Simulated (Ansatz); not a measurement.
Start from `O[SiH](F)[O][GaH2]` and change one atom or group to get `C=N[SiH](O)F`.

Ansatz, PBE0-D4/def2-TZVP geometries, multiplicity 1. Each molecule was computed in one conformer, which needn't be the lowest. `O[SiH](F)[O][GaH2]` holds a close contact that its SMILES doesn't draw: Ga···O 2.28 Å.

Scalar relativity is left out up to krypton.

```csv
property,`O[SiH](F)[O][GaH2]`
HOMO–LUMO gap (ωB97M-V/def2-TZVPP) / eV,11.51
HOMO–LUMO gap (PBE/def2-TZVPP) / eV,5.43
HOMO energy (PBE0/def2-TZVPP) / eV,-8.30
LUMO energy (PBE/def2-TZVPP) / eV,-1.50
LUMO energy (ωB97M-V/def2-TZVPP) / eV,0.96
LUMO energy (PBE0/def2-TZVPP) / eV,-0.67
```

**Question.** What does the change do to each property? (Best estimate.)

**Answer.** The calculation gave: 
```tsv
property	`C=N[SiH](O)F`	shift
HOMO–LUMO gap (ωB97M-V/def2-TZVPP) / eV	10.80	-0.71
HOMO–LUMO gap (PBE/def2-TZVPP) / eV	3.65	-1.78
HOMO energy (PBE0/def2-TZVPP) / eV	-7.58	0.72
LUMO energy (PBE/def2-TZVPP) / eV	-2.47	-0.97
LUMO energy (ωB97M-V/def2-TZVPP) / eV	0.86	-0.10
LUMO energy (PBE0/def2-TZVPP) / eV	-1.36	-0.69
```

With PBE0 the HOMO rises by 0.72 eV and the LUMO falls by 0.69 eV, so the gap narrows by about 1.41 eV. PBE moves the HOMO by 0.81 eV and ωB97M-V by 0.61 eV.

Positive LUMOs are unbound, so they and the gaps depend on the basis.
